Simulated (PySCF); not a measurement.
# Reading the logs of faulty runs: C2GeH8

These are calculations, not measurements. The program is PySCF 2.14.0, an open-source quantum chemistry code, run on an isolated molecule that a program drew, which may never have been made. The molecule is C2GeH8 (charge 0, singlet), drawn as the SMILES string `C[CH2][GeH3]`.

Each row is a Hartree-Fock (HF) and frozen-core CCSD(T) single point in the cc-pVDZ basis, meant for a local HF minimum. Run 1 is clean. Each other run has one planted mistake out of seven kinds, and not every kind appears here: one electron removed, one electron added, multiplicity raised by two, geometry at a saddle point, minimal basis STO-3G, one bond length entered in bohr, all coordinates scaled. The reference is restricted for singlets and unrestricted otherwise, and also for a bond in bohr. Adding or removing an electron swaps singlet and doublet. Electrons count all cores. HOMO and LUMO are orbital energies over both spins, the gradient is its largest component, and the lowest frequency (negative if imaginary) is given only where the gradient is small. Bond lengths are over the 10 bonds as drawn. T1 is the CCSD diagnostic: over 0.02 (restricted) or 0.045 (unrestricted) a single reference is doubtful. Germanium has the cc-pVDZ-PP basis, with a core potential (ECP10MDF) in place of its 10 inner electrons, and its 3s, 3p and 3d shells are frozen in CCSD(T).

Geometry of the clean run:
```xyz
11
C2GeH8, angstrom
C    -0.4298   -1.6499    1.7560
C    -0.0626   -0.4909    0.8251
Ge    0.3309    1.1986    1.7576
H    -1.3212   -1.4223    2.3463
H    -0.6357   -2.5615    1.1889
H     0.3800   -1.8742    2.4550
H     0.8143   -0.7484    0.2241
H    -0.8757   -0.2970    0.1196
H     1.5118    1.0154    2.7225
H    -0.8887    1.6584    2.5703
H     0.6892    2.2973    0.7474
```

```
run,electrons,basis functions,<S^2>,HOMO (eV),LUMO (eV),gradient (hartree/bohr),lowest frequency (cm^-1),mean bond (Å),longest bond (Å),T1,HF (hartree),CCSD(T) (hartree),mistake
1,52,91,0.000,-11.17,4.25,1.4e-05,123,1.3574,1.969,0.0081,-373.76324,-374.22884,no fault
2,51,91,0.759,-18.03,-8.37,1.2e-01,-,1.3574,1.969,0.0189,-373.40571,-373.84485,one electron removed
3,52,91,0.000,-11.34,4.47,4.7e-02,-,1.2773,1.853,0.0077,-373.72660,-374.18353,?
4,52,91,0.710,-10.38,2.79,1.8e-02,-,1.4548,2.067,0.0573,-373.64007,-374.10289,?
```

**Which mistake was planted in run 3, and what did it cost?**

The mean and the longest bond both change by the same factor, 0.941, and the gradient is no longer small. So the mistake is: all coordinates scaled. Subtracting run 1 and multiplying by 627.51 kcal/mol a hartree, the energy moved by 23.0 kcal/mol in HF and 28.4 kcal/mol in CCSD(T).

**Which mistake was planted in run 4, and what did it cost?**

The mean bond changes by a factor of 1.072 and the longest by 1.050, so the molecule wasn't scaled as a whole. A length L in bohr read as angstrom grows by (1/0.5292 - 1) L = 0.890 L. The 10 bonds together grew by 10 x 0.0974 = 0.974 Å, which gives L = 1.095 Å. That is the length of one of the C-H bonds, 1.094 Å in the clean geometry. So the mistake is: one bond length entered in bohr. Subtracting run 1 and multiplying by 627.51 kcal/mol a hartree, the energy moved by 77.3 kcal/mol in HF and 79.0 kcal/mol in CCSD(T).

Cautions from the logs. Run 4: T1 is over the limit, so its CCSD(T) energy is less reliable.
